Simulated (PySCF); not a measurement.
Run record: geometry optimisation, `[H][Al-]([H])([H])[Br]` ([AlBrH3]-).

Method: PBE0-D3(BJ)/def2-SVP geometry optimisation, gas phase (PySCF 2.14.0). Start geometry: GFN2-xTB. A driver script takes a list of jobs; this job's settings line and coordinates (Å) are shown.

Input:
```
{"job": {"xc": "PBE0", "basis": "def2-SVP", "d3": "d3bj", "grid": 1, "maxiter": 40, "kind": "geom"}, "charge": -1, "multiplicity": 1}
Al    -0.000300     0.001740    -0.181290
Br     0.010960    -0.019430     2.122010
H      1.531680     0.011070    -0.658080
H     -0.775330     1.332460    -0.627330
H     -0.767010    -1.325840    -0.655310
```

**Question.** Give the output.

**Answer.** 
```
step   0  E = -2817.68639023  max force = 0.023128
step   1  E = -2817.68912300  max force = 0.005651
step   2  E = -2817.68924196  max force = 0.002352
step   3  E = -2817.68926163  max force = 0.000307
step   4  E = -2817.68926282  max force = 0.000067
optimisation converged
```

Energies in Eh; «max force» is the largest Cartesian gradient component in Eh/bohr.

**Question.** How much energy does the optimisation release, in kJ/mol?

**Answer.** E(step 0) − E(last step) = 0.002873 Eh, which is 7.5 kJ/mol.

In short: final energy -2817.68926 Eh after 4 steps.

**Question.** Where do the atoms end?

**Answer.** 0.055 Å rms from the input after alignment:
```
atom  x, y, z in Å
Al1   -0.0019    0.0027   -0.1928
Br2    0.0203   -0.0293    2.2259
H3     1.5510    0.0140   -0.6916
H4    -0.7890    1.3550   -0.6536
H5    -0.7804   -1.3424   -0.6879
```

On Arm Neoverse V1, one thread, no GPU, shared host, this took 5.9 s.
Labels such as C1 count atoms from 1, the log's own numbers from 0.
